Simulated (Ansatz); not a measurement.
2,4-difluorobenzenesulfonate (C₆H₃F₂O₃S⁻). Charge -1, multiplicity 1. Geometry r2SCAN-D4/def2-SVP.

Cartesian coordinates in Å:
```
O 0.184 0.112 -3.167
S 0.722 -0.885 -2.212
O 2.204 -0.905 -2.100
O 0.085 -2.222 -2.266
C 0.194 -0.234 -0.582
C 1.143 0.102 0.385
C 0.772 0.603 1.640
C -0.583 0.763 1.910
F -0.969 1.245 3.112
C -1.566 0.442 0.975
C -1.155 -0.055 -0.262
F -2.105 -0.359 -1.151
H 2.192 -0.048 0.111
H 1.510 0.868 2.403
H -2.626 0.574 1.203
```

Estimate the orbital energies around the gap (eV) in Ansatz with LDA (SPW92)/def2-TZVPD, revPBE-D4/def2-TZVPD, r2SCAN-D4/def2-TZVPD, PBE0-D4/def2-SVPD, PBE0-D4/def2-TZVPD.


```tsv
orbital	LDA (SPW92)/def2-TZVPD	revPBE-D4/def2-TZVPD	r2SCAN-D4/def2-TZVPD	PBE0-D4/def2-SVPD	PBE0-D4/def2-TZVPD
HOMO−5	-3.63	-3.25	-3.69	-4.91	-4.83
HOMO−4	-3.42	-3.09	-3.42	-4.47	-4.38
HOMO−3	-2.93	-2.56	-2.95	-4.25	-4.20
HOMO−2	-2.72	-2.37	-2.76	-4.01	-3.97
HOMO−1	-2.45	-2.11	-2.46	-3.62	-3.54
HOMO	-1.58	-1.24	-1.64	-2.95	-2.91
LUMO	1.43	1.79	1.84	2.44	2.50
LUMO+1	1.69	2.06	2.13	2.70	2.77
LUMO+2	2.47	2.39	3.10	3.56	2.92
LUMO+3	2.89	2.86	3.55	3.99	3.40
LUMO+4	3.11	3.08	3.79	4.26	3.69
LUMO+5	3.40	3.48	4.02	4.49	4.09
```
